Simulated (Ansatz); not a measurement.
The pair A = GeH4 (SMILES [GeH4]) (first 5 atoms), B = CH3I (SMILES CI); geometry from B3LYP-D3(BJ)/def2-TZVP.
(charge 0, multiplicity 1):
```xyz
10

Ge     0.1737     0.2634     0.1122
H     -1.0361    -0.4960     0.6764
H     -0.0282     0.4817    -1.3968
H      1.4535    -0.5465     0.3494
H      0.2839     1.6286     0.8071
C     -1.4386     1.1313     3.6772
I      0.2821    -0.0619     4.1891
H     -2.0566     0.5367     3.0146
H     -1.9551     1.3684     4.5999
H     -1.0751     2.0243     3.1824
```

Correlated levels freeze the cores. Filled d and f shells under p-block atoms count as core. MP2 and its Hartree–Fock in def2-QZVPPD, def2-TZVPPD are density fitted.

Codes used: Ansatz (Gaussian orbitals).  In def2 rows elements past Kr take small-core potentials, without spin–orbit coupling.

The counterpoise-corrected interaction energy is E(AB) − E(A in the pair's basis) − E(B in the pair's basis). Total energies (hartree):

| level | AB | A in the pair's basis | B in the pair's basis |
|---|---|---|---|
| HF/def2-TZVPPD | -2413.9680744 | -2077.6796126 | -336.2901486 |
| MP2/def2-TZVPPD | -2414.4367039 | -2077.8190521 | -336.6152592 |
| HF/def2-QZVPPD | -2414.0132586 | -2077.7217512 | -336.2931876 |
| MP2/def2-QZVPPD | -2414.5193068 | -2077.8694757 | -336.6471048 |
| MP2/def2-SVPD | -2414.0344296 | -2077.5330256 | -336.4994445 |
| CCSD(T)/def2-SVPD | -2414.1038035 | -2077.5658701 | -336.5361697 |

### Question
Work out the counterpoise-corrected interaction energy at the basis-set limit: extrapolate the MP2 correlation part as X⁻³, take Hartree–Fock from the larger set, and add the CCSD(T) − MP2 difference of def2-SVPD.

### Answer

1. Differences (1 hartree = 627.509 kcal/mol): HF/def2-TZVPPD 1.059; MP2/def2-TZVPPD -1.501; HF/def2-QZVPPD 1.054; MP2/def2-QZVPPD -1.711; MP2/def2-SVPD -1.230; CCSD(T)/def2-SVPD -1.107.
2. Correlation parts, MP2 less HF: -2.560 in def2-TZVPPD (X = 3), -2.765 in def2-QZVPPD (X = 4).
3. Limit (4³·(-2.765) − 3³·(-2.560))/(4³ − 3³) = -2.915; with HF/def2-QZVPPD it gives -1.861.
4. CCSD(T) less MP2 in def2-SVPD: 0.123.
Result: -1.74 kcal/mol, against -1.50 at MP2/def2-TZVPPD. It is an estimate of this method's limit, not of the exact value.

Ansatz is a quantum-chemistry and plane-wave program.
